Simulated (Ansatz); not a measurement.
Ligand exchange through a proton shuttle

Start structure (Si2NH9O2F2, closed shell), relaxed at PBE0-D4/def2-TZVP:

```xyz
16
angstrom
Si 0.3339 -0.1236 1.3097
O 0.2055 -0.5469 -0.3802
Si 0.1040 -2.0091 -1.1155
F 0.2590 0.5437 2.8264
F -0.3089 -1.5220 1.7906
H 1.7904 0.1116 1.2093
H -0.5792 1.8035 0.0925
N -0.9621 1.2224 0.8575
H 0.4928 0.9940 -1.3970
O 0.3048 1.9455 -1.5030
H 1.1004 -2.9708 -0.5759
H -1.2562 -2.5954 -0.9793
H 0.3792 -1.7910 -2.5617
H -1.8006 0.7805 0.4911
H -1.1976 1.7881 1.6657
H 1.1343 2.3697 -1.7303
```

The step: Si₂H₄OF₂ ([F][SiH]([F])[O][SiH3]) + H₂O + NH₃ → SiNH₃F₂ ([NH2][SiH]([F])[F]) + SiH₄O ([OH][SiH3]) + H₂O; bonds formed: O2–H9, H7–O10; dative contacts that become bonds: Si1–N8; bonds broken: Si1–O2, H7–N8, H9–O10. Ansatz 0.2.0; basis: def2-TZVPP and def2-QZVPP; cores frozen in the correlated methods. Extrapolation: Hartree–Fock as exp(−7.88 √X), correlation as X^−2.97. Energies below are by CCSD(T) at an estimated basis limit (MP2 extrapolated from triple and quadruple zeta, plus CCSD(T) − MP2 in triple zeta).

Problem. What are the electronic barrier and the energy of the step, from the start structure to the end structure? (An estimate is asked for; the value comes from the calculation.)

Solution. Computed: Barrier 77.1 kJ/mol; step energy 16.3 kJ/mol (uphill); reverse barrier, their difference, 60.8 kJ/mol. Barrier and step energy count from the start structure, the reverse barrier from the end structure.

The saddle point: One imaginary mode of 1160i cm⁻¹.
| pair | start (Å) | saddle (Å) | end (Å) |
| --- | --- | --- | --- |
| Si1–N8 | 1.92 | 1.81 | 1.71 |
| O2–H9 | 1.87 | 1.21 | 0.98 |
| H7–O10 | 1.83 | 1.16 | 0.98 |
| Si1–O2 | 1.75 | 1.92 | 2.80 |
| H7–N8 | 1.03 | 1.36 | 2.02 |
| H9–O10 | 0.98 | 1.19 | 1.78 |

Zero-point energy (harmonic, PBE0-D4): ZPE is 289.4 kJ/mol at the start and 273.8 kJ/mol at the saddle, so the barrier goes from 77.1 to 61.5 kJ/mol.

The T1 diagnostic stays at or below 0.012.

Labels in which every atom is bracketed show which atoms are joined, not bond orders.

For scale, one of the runs: CCSD(T)/def2-TZVPP, 365 basis functions, launched by `ansatz run in.yaml --threads 4 --pin off --events-out ev --progress --plain --max-ram 46080MiB --backend cuda --devices 0, --max-vram 37GiB`. Time: 19 s of wall clock on 4 CPU threads of an AMD EPYC 7R13 and a share of one NVIDIA H100; the host was shared. Peak host memory: 0.88 GiB.
